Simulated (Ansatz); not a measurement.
Complex (SMILES): C#N (CH-N) with [H][H] (H2), atoms 1 to 3 the first; geometry from B3LYP-D3(BJ)/def2-TZVP, monomers rigid:
```xyz
5

C      0.0824     0.0127    -0.2975
N     -0.1799    -0.1015     0.8121
H      0.3266     0.1188    -1.3306
H     -0.9999    -0.4792     4.2527
H     -0.8279    -0.3991     3.5322
```

Basis-set convergence of the uncorrected interaction energy at CCSD(T) with Ansatz (a quantum-chemistry and plane-wave program). All functions are spherical. Cores are frozen. No added dispersion term, no relativity. Functions are those of the species that has most. Reference: the counterpoise-corrected one, Hartree-Fock in aug-cc-pVQZ plus the correlation part extrapolated as X^-3 from aug-cc-pVTZ and aug-cc-pVQZ, -0.54 kcal/mol. Deviations are taken from unrounded values. Cost is core time over that of jun-cc-pV(T+d)Z, rough, on shared machines of one kind; a dash marks a row that isn't timed (too short, read off another run, short of memory, by another algorithm or on other hardware).

| basis | functions | uncorrected interaction energy (kcal/mol) | minus reference (kcal/mol) | cost |
|---|---|---|---|---|
| def2-SV(P) | 34 | -0.70 | -0.16 | - |
| cc-pVDZ | 43 | -0.87 | -0.33 | - |
| def2-SVP | 43 | -0.88 | -0.34 | - |
| aug-cc-pVDZ | 73 | -0.76 | -0.22 | - |
| def2-TZVP | 80 | -0.39 | 0.14 | - |
| cc-pVTZ | 102 | -0.60 | -0.06 | 0.6× |
| def2-TZVPP | 104 | -0.50 | 0.04 | 0.6× |
| jun-cc-pV(T+d)Z | 120 | -0.58 | -0.04 | 1× |
| aug-cc-pVTZ | 161 | -0.68 | -0.15 | 3× |
| cc-pVQZ | 200 | -0.53 | 0.00 | 6× |
| def2-QZVPP | 204 | -0.49 | 0.04 | 7× |
| aug-cc-pVQZ | 298 | -0.58 | -0.04 | - |
| cc-pV5Z | 347 | -0.51 | 0.02 | - |

The smallest set listed that lies within 0.1 kcal/mol of the reference with all its larger relatives (same family, alike in diffuse functions; a set with none counts only in the reference's own line) is cc-pVTZ (102 functions, 0.6× in cost, -0.06 kcal/mol off). Inside the window by cancellation, since a larger relative falls out: jun-cc-pV(T+d)Z.
